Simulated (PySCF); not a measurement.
## Correlation energy of Tl (thallium, neutral)

[Xe] 4f14 5d10 6s1 6p1 6d1, one real determinant (an excited configuration). Computed with PySCF 2.14 in aug-cc-pVTZ-PP with one added diffuse shell each of d, f type with ECP60MDF (6s5p5d3f, 67 functions), with a scalar-relativistic core potential. Frozen: 5s2 5p6 5d10; 3 electrons correlated.

```json
{"level": "CCSD", "correlation energy (mhartree)": "-7.01"}
{"level": "(T)", "correlation energy (mhartree)": "-0.21"}
{"level": "CCSD(T)", "correlation energy (mhartree)": "-7.22"}
```

Diagnostics: T1 = 0.039, D1 = 0.0940, largest double amplitude 0.089.

Question: Is a single reference adequate?

Answer: Not fully. The real determinant used has ⟨L²⟩ near 8 against 12 for a pure F term, so it mixes terms. Spin-orbit coupling, absent here, splits the open shell strongly. The outer electron is Rydberg-like, and this basis confines it to a smaller radius and binds it less than a complete one would. T1 exceeds 0.03, a sign that the reference determinant is poor.

The reference is one real determinant that mixes LS terms of this configuration.
